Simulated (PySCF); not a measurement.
Cl5Re, SMILES [Cl][Re+]([Cl])([Cl])([Cl])[Cl] (connectivity only; charge and spin as stated), charge +1, multiplicity 2.

Geometry: B3LYP-D3(BJ)/def2-SVP. The spin state was assumed, not searched. The def2 effective core potentials stand for the cores of Re; spin–orbit coupling is left out.

Two levels are set side by side: PBE/def2-TZVP (PySCF) and r2SCAN/def2-TZVP (PySCF). Same geometry, gas phase. Differences are taken from unrounded values.

```
quantity                     r2SCAN    PBE  PBE minus r2SCAN
---------------------------  ------  -----  ----------------
α-spin orbital gap (eV)        0.42   0.15             -0.27
β-spin orbital gap (eV)        1.58   1.36             -0.23
mean polarisability (bohr³)   114.9  116.5               1.5
```

Rough cost on one machine, each run with all the roots and properties that it gave: r2SCAN against PBE about 2 times.
